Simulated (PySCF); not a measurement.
From one molecule to another.

First species: C₈H₁₁OP.
Geometry (GFN2-xTB, Å), atoms numbered from 1 in this order:
```xyz
21
C8H11OP angstrom
C     -2.442    0.628    1.052
C     -1.668    0.248    0.046
C     -1.625    0.974   -1.265
P     -0.669   -1.297    0.062
C     -0.345   -1.498    1.873
C      0.921   -0.528   -0.376
C      1.739   -0.724   -1.454
C      2.833    0.155   -1.286
C      2.599    0.819   -0.121
O      1.449    0.417    0.436
H     -3.063    1.507    0.979
H     -2.495    0.091    1.983
H     -2.410    1.725   -1.323
H     -0.661    1.469   -1.393
H     -1.742    0.267   -2.086
H      0.464   -2.218    1.990
H     -1.235   -1.899    2.354
H     -0.066   -0.551    2.328
H      1.573   -1.412   -2.258
H      3.674    0.274   -1.938
H      3.160    1.572    0.398
```

Second species: C₇H₁₂OSi.
Numbering: `[OH:1][CH2:2][C:3]1=[CH:4][SiH2:5][C@H:6]2[CH2:7][C@@H:8]1[CH2:9]2` (hydrogens: H10 on O1; H11, H12 on C2; H13 on C4; H14, H15 on Si5; H16 on C6; H17, H18 on C7; H19 on C8; H20, H21 on C9)

Cartesian coordinates in Å at the GFN2-xTB level; atoms count from 1:
```xyz
21
C7H12OSi angstrom
O      2.917   -0.235   -1.070
C      2.353   -0.581    0.178
C      0.916   -0.148    0.320
C      0.454    0.496    1.393
Si    -1.371    0.932    1.478
C     -1.891    0.222   -0.204
C     -0.867    0.702   -1.244
C      0.013   -0.491   -0.828
C     -1.275   -1.179   -0.339
H      2.842    0.719   -1.185
H      2.407   -1.674    0.221
H      2.956   -0.174    1.003
H      1.134    0.729    2.202
H     -2.048    0.246    2.583
H     -1.589    2.383    1.527
H     -2.943    0.320   -0.470
H     -1.227    0.600   -2.268
H     -0.439    1.695   -1.110
H      0.576   -0.989   -1.620
H     -1.188   -1.787    0.562
H     -1.742   -1.769   -1.127
```

Levels: PBE0/pcSseg-1 for HOMO energy, LUMO energy and HOMO–LUMO gap. Geometries: GFN2-xTB. Each species is one conformer at its optimised geometry, gas phase, non-relativistic unless stated. Electronic properties by PySCF.

Dipoles, sizes and rotational constants follow the conformer. The torsions of the flexible species, by atom-mapped SMILES:
- `[CH2:1]=[C:2]([CH3:3])[P:4]([CH3:5])[c:6]1[cH:7][cH:8][cH:9][o:10]1`: C1–C2–P4–C5 -29°, C2–P4–C6–C7 -119°

The conformers of `OCC1=C[SiH2][C@H]2C[C@@H]1C2` aren't listed.

Values for the first species:

```
HOMO energy   : -6.63 eV
LUMO energy   : -0.17 eV
HOMO–LUMO gap : 6.46 eV
```

Question: Estimate the same properties for the second species, and the change in each.

Answer: 
```csv
property,first,second,second less first
HOMO energy,-6.63 eV,-7.25 eV,-0.62 eV
LUMO energy,-0.17 eV,-0.38 eV,-0.21 eV
HOMO–LUMO gap,6.46 eV,6.87 eV,+0.41 eV
```

